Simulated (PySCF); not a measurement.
**Ne²⁺ (neon, charge +2) across methods**

[He] 2s1 2p4 3d1, one real determinant (an excited configuration). Calculation: PySCF 2.14, in dyall-av3z (15s9p3d2f, 71 functions); no relativity, point nucleus.

| method | E (hartree) | mean ε 2p α (eV) | mean ε 2p β (eV) | mean ε 3d α (eV) | Σ⟨r²⟩ (bohr²) | ⟨S²⟩ |
| --- | --- | --- | --- | --- | --- | --- |
| PBE | -123.7976 | -68.430 | -61.230 | -5.226 | 7.713 | 6.001 |
| PBE0 | -123.7935 | -72.290 | -63.863 | -6.157 | 7.693 | 6.001 |
| LDA | -123.1246 | -68.478 | -60.770 | -4.892 | 7.722 | 6.001 |
| B97-3 | -123.8353 | -72.379 | -64.179 | -6.250 | 7.695 | 6.001 |
| UHF | -123.58541 | -83.106 | -70.124 | -8.554 | 7.661 | 6.001 |
| wB97X | -123.8653 | -74.208 | -66.624 | -8.552 | 7.685 | 6.001 |
| r2SCAN | -123.8597 | -69.967 | -61.906 | -5.202 | 7.687 | 6.001 |
| PBEsol | -123.4648 | -68.322 | -60.849 | -5.072 | 7.718 | 6.001 |

Question: Estimate the same row for CAM-B3LYP.

Answer: E (hartree) = -123.8442; mean ε 2p α (eV) = -73.496; mean ε 2p β (eV) = -65.689; mean ε 3d α (eV) = -7.401; Σ⟨r²⟩ (bohr²) = 7.698; ⟨S²⟩ = 6.001.

⟨L²⟩ = 8.00 against 12 for a pure F term, so this real determinant mixes terms. The outer electron is Rydberg-like, and this basis confines it to a smaller radius and binds it less than a complete one would.
